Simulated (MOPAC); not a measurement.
MOPAC input (PM3):

```
PM3 PRECISE GNORM=0.05 LET XYZ CHARGE=-1 GEO-OK AUX(PRECISION=9) THREADS=1
CH2NO

N    -1.05680351 1    0.25284490 1   -0.05704666 1
C     0.37648253 1    0.45507724 1   -0.05035200 1
O     1.00952981 1   -0.60916002 1    0.00889062 1
H    -1.36052142 1   -0.66151563 1    0.30999442 1
H    -1.57698767 1    1.03441814 1    0.32031923 1
```

From the last part of the output:

```
                                                       MOPAC v23.2.5 Linux

          FINAL HEAT OF FORMATION =        -33.58899 KCAL/MOL =    -140.53632 KJ/MOL

          COSMO AREA              =         74.86 SQUARE ANGSTROMS
          COSMO VOLUME            =         56.31 CUBIC ANGSTROMS

          GRADIENT NORM           =          0.02886          =       0.01291 PER ATOM
          IONIZATION POTENTIAL    =          1.717442 EV
          HOMO LUMO ENERGIES (EV) =         -1.717  8.647
          NO. OF FILLED LEVELS    =          9
          MOLECULAR WEIGHT        =         44.0329         POINT GROUP:  C1

          MOLECULAR DIMENSIONS (Angstroms)

            Atom       Atom       Distance
            H     5    O     3     3.05677
            H     4    C     2     1.91398
            N     1    O     3     0.23789

          SCF CALCULATIONS        =         18

   ATOM   CHEMICAL          X               Y               Z
  NUMBER   SYMBOL      (ANGSTROMS)     (ANGSTROMS)     (ANGSTROMS)

     1       N         -1.03182131  *   0.23937200  *  -0.01590431  *
     2       C          0.38697690  *   0.45497198  *  -0.05196564  *
     3       O          0.99825637  *  -0.60288386  *   0.00126889  *
     4       H         -1.44753001  *  -0.63065728  *   0.26324623  *
     5       H         -1.57442068  *   1.02914258  *   0.24963168  *

                             CARTESIAN COORDINATES

   1    N       -1.031821313     0.239372005    -0.015904308
   2    C        0.386976896     0.454971979    -0.051965638
   3    O        0.998256372    -0.602883858     0.001268889
   4    H       -1.447530009    -0.630657277     0.263246230
   5    H       -1.574420683     1.029142575     0.249631682

           Empirical Formula: C H2 N O  =     5 atoms

      MOLECULAR POINT GROUP   :   C1

                  EIGENVALUES
 -29.62924 -22.39252 -12.73327  -9.77605  -8.87570  -6.83371  -5.57293  -3.20033
  -1.71744   8.64749   9.29012  11.47998  12.91155  14.64689

              NET ATOMIC CHARGES AND DIPOLE CONTRIBUTIONS

  ATOM NO.   TYPE          CHARGE      No. of ELECS.   s-Pop       p-Pop
    1          N          -0.214209        5.2142     1.44580     3.76841
    2          C          -0.215236        4.2152     1.69729     2.51794
    3          O          -0.543512        6.5435     1.86518     4.67833
    4          H          -0.031427        1.0314     1.03143
    5          H           0.004384        0.9956     0.99562
 DIPOLE           X         Y         Z       TOTAL
 POINT-CHG.    -1.419     0.928    -0.001     1.695
 HYBRID        -1.032    -1.358     0.897     1.927
 SUM           -2.450    -0.430     0.895     2.644

          ATOMIC ORBITAL ELECTRON POPULATIONS

     Atom    s        px        py        pz
    1  N   1.44580   1.10390   0.93648   1.72802
    2  C   1.69729   0.79422   1.10408   0.61964
    3  O   1.86518   1.71773   1.44576   1.51485
    4  H   1.03143
    5  H   0.99562

 **********************
 *                    *
 * JOB ENDED NORMALLY *
 *                    *
 **********************

 == MOPAC DONE ==
```

The dipole moment of an ion depends on the origin.
